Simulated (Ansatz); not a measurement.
CH₃FSSi, SMILES `F[SiH]1CS1` at its PBE0-D4/def2-TZVP geometry, where that method's forces vanish. Total charge 0; spin multiplicity 1.

```xyz
7

F     1.7415   -0.9520   -0.8260
Si    0.3039   -0.2777   -0.7678
C    -0.2779    0.4332    0.8053
S    -1.2089   -1.1430    0.3312
H     0.0448    0.3287   -2.0826
H     0.3170    0.3029    1.7046
H    -0.9204    1.3079    0.8354
```

(1) What forces (eV/Å) does r2SCAN-D4/def2-TZVPP give on these atoms in the Gaussian-basis code of Ansatz? (Best estimate.)

## Answers

(1) Computed: 
```
F1   0.057 -0.024  0.004
Si2 -0.023  0.037 -0.055
C3   0.118  0.189  0.035
S4  -0.139 -0.184 -0.020
H5   0.003 -0.002  0.024
H6  -0.015  0.005 -0.005
H7  -0.001 -0.020  0.017
```
